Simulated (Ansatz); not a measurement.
System: CF, net charge 0, doublet state. SMILES: [C]F
Coordinates optimised at B3LYP-D3(BJ)/def2-TZVP (Ansatz, an electronic-structure program):
```xyz
2

C      0.0000     0.0000    -0.7653
F      0.0000     0.0000     0.5102
```
Charge 0, spin multiplicity 2.

Quantity: vertical ionisation energy (to the singlet state of charge +1; each state is the SCF solution reached for its spin; for the singlet T1 is 0.027), in eV. Valence correlation only, unless marked. Open shells are spin-unrestricted. Spin-orbit coupling is left out. No relativistic terms. CBS marks a two-point X^-3 extrapolation of the correlation energy; Hartree-Fock from the larger set.

```tsv
level	program	vertical ionisation energy (eV)
r2SCAN/def2-TZVPD	Ansatz	___
B3LYP/def2-TZVPD	Ansatz	9.93
PBE0/def2-TZVPD	Ansatz	9.86
BHLYP/def2-TZVPD	Ansatz	10.01
CAM-B3LYP/def2-TZVPD	Ansatz	___
wB97X-V/def2-TZVPD	Ansatz	___
CCSD/aug-cc-pVDZ	Ansatz	___
CCSD/def2-SVPD	Ansatz	9.48
CCSD/aug-cc-pVTZ	Ansatz	9.56
CCSD/def2-TZVPPD	Ansatz	9.54
CCSD/def2-QZVPPD	Ansatz	9.59
CCSD(T)/CBS(aug-cc-pVTZ,aug-cc-pVQZ)	Ansatz	9.54
```

Task: Fill in the missing entries.

Result: 
- r2SCAN/def2-TZVPD, vertical ionisation energy (eV): 9.85
- CAM-B3LYP/def2-TZVPD, vertical ionisation energy (eV): 9.99
- wB97X-V/def2-TZVPD, vertical ionisation energy (eV): 9.71
- CCSD/aug-cc-pVDZ, vertical ionisation energy (eV): 9.41
